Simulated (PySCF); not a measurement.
Splitting trees

Cartesian coordinates in Å; atom numbers follow the order of the lines, from 1:
```xyz
15

C    -1.8877    0.5065    0.0394
C    -1.7601   -0.9006    0.0105
C    -0.5224   -1.5202   -0.0170
C     0.6049   -0.6855   -0.0149
N     1.9412   -0.9483   -0.0365
N     2.6900    0.1599   -0.0237
C     1.8552    1.1753    0.0061
C     0.4985    0.7271    0.0140
C    -0.7729    1.3263    0.0414
H    -2.8863    0.9485    0.0606
H    -2.6637   -1.5149    0.0100
H    -0.4316   -2.6081   -0.0393
H     2.3938   -1.8512   -0.0594
H     2.2357    2.1960    0.0213
H    -0.8766    2.4135    0.0638
```

[PySCF 2.14.0 with density-fitted response routines: J: B3LYP/pcJ-1 (without the spin–dipole term); geometry from PBE0-D3(BJ)/def2-SVP; NMR shieldings at KT2/pcSseg-1/GIAO; non-relativistic Hamiltonian; in vacuum; a single conformation]

Referencing at the same level of theory: TMS for ¹H, ¹³C.

Spectrometer: 500 MHz for ¹H. First-order analysis; couplings under 1 Hz (under 4 Hz in carbon signals) are ignored, and nearly equal couplings are merged; the smaller ones broaden or split the lines further.

**Question.** What pattern does H14 show (¹H)?

**Answer.** A doublet at δ 7.68: 1.1 Hz to H12 (1 × ¹H, 5 bonds away). Lines in Hz from the centre (relative intensity): +0.6 (1), -0.6 (1). The outer lines are 1.1 Hz apart, the sum of the couplings kept, or 0.002 ppm at this field.

**Question.** What pattern does C4 show in the proton-coupled ¹³C spectrum?

**Answer.** A doublet of doublets at δ 131.9: 10.3 Hz to H11 (1 × ¹H, 3 bonds away), 7.5 Hz to H15 (1 × ¹H, 3 bonds away). Lines in Hz from the centre (relative intensity): +8.9 (1), +1.4 (1), -1.4 (1), -8.9 (1). The outer lines are 17.8 Hz apart, the sum of the couplings kept, or 0.142 ppm at this field.

**Question.** What pattern does C1 show in the proton-coupled ¹³C spectrum?

**Answer.** A doublet of doublets at δ 116.1: 167.7 Hz to H10 (1 × ¹H, 1 bond away), 7.6 Hz to H12 (1 × ¹H, 3 bonds away). Lines in Hz from the centre (relative intensity): +87.7 (1), +80.0 (1), -80.0 (1), -87.7 (1). The outer lines are 175.3 Hz apart, the sum of the couplings kept, or 1.394 ppm at this field.

**Question.** What pattern does C7 show in the proton-coupled ¹³C spectrum?

**Answer.** A doublet at δ 125.6: 199.1 Hz to H14 (1 × ¹H, 1 bond away). Lines in Hz from the centre (relative intensity): +99.5 (1), -99.5 (1). The outer lines are 199.1 Hz apart, the sum of the couplings kept, or 1.584 ppm at this field.

The OH or NH signal is concentration- and solvent-dependent in practice; the value given is the gas-phase one. Unscaled 3J(H,H) at this level run about 10 % above measured values.
